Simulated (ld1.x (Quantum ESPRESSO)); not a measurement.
Before and after: RRKJ potential for antimony

| Quantity | Value |
| --- | --- |
| Element | Sb (Z = 51) |
| Generator | ld1.x (Quantum ESPRESSO) 7.5 |
| Type | norm-conserving RRKJ (Kleinman–Bylander form) |
| Functional | PW91 |
| Relativity | scalar-relativistic |
| Frozen core | [Kr] 4d10 |
| Valence charge | 5 |
| Reference configuration | 5s1 5p4 |
| Partial waves | 5s (bound): rc 2.05 bohr; 5d channel at 0.3 Ry: rc 2.00 bohr; 5p (bound): rc 2.05 bohr |
| Local potential | the p channel |
| Core correction | Bessel-smoothed model core, default radius (core density twice the valence density) |
| rho0 | 0.001 |

Change: core correction Bessel-smoothed model core inside 2.08 bohr.

Cutoffs: the cutoffs (Ry, on a coarse ladder) from which the occupation-weighted sum of valence levels, in a spherical-Bessel basis at the reference potential, stays within 10 and 1 mRy of its value at 400 Ry; they do not see the model core or the augmentation charge, which bear on the density cutoff. Errors are all-electron minus pseudo energies relative to the spin-unpolarised reference configuration.

Task: Predict the effect on cutoff, ghosts and configuration errors.

Result: The potential gets neither clearly harder nor softer (25 Ry and 40 Ry → 25 Ry and 40 Ry); both files keep a bound ghost (d); of the 7 tests that both files solve, the error grows in 0 and shrinks in 4 by more than 15 % and 0.3 meV (median size 8.8 → 7.0 meV). The default core radius of the base comes out at 1.64 bohr. A wider model core is smoother and lowers the density cutoff, which this test does not measure.

| quantity | base | changed |
| --- | --- | --- |
| cutoff, loose | 25 Ry | 25 Ry |
| cutoff, tight | 40 Ry | 40 Ry |
| bound ghosts | d | d |
| error for 5s2 5p3, meV [ΔE -8.14 eV] | -7.0 | -5.4 |
| error for 5s2 5p2, meV [ΔE 0.24 eV] | -5.4 | -3.6 |
| error for 5s2 5p1, meV [ΔE 16.28 eV] | -17 | -15 |
| error for 5s2 5p0, meV [ΔE 40.79 eV] | -82 | -77 |
| error for 5s0 5p5, meV [ΔE 8.35 eV] | -8.8 | -7.0 |
| error for 5s1 5p0, meV [ΔE 85.20 eV] | -337 | -313 |
| error for 5s2 5p3.3, meV [ΔE -9.31 eV] | -7.3 | -5.8 |
| s: phases at 2.25 bohr within 0.05 rad from the reference energy up to (Ry; the scan ends near 5) | 1.2 | 1.2 |
| p: phases at 2.25 bohr within 0.05 rad from the reference energy up to (Ry; the scan ends near 5) | 4.0 | 4.0 |
| d: phases at 2.25 bohr within 0.05 rad from the reference energy up to (Ry; the scan ends near 5) | 1.2 | 1.2 |

 A true bound ghost makes a file unfit for plane-wave use even where its test errors are small: the radial tests pick states by their node count and pass the ghost by.
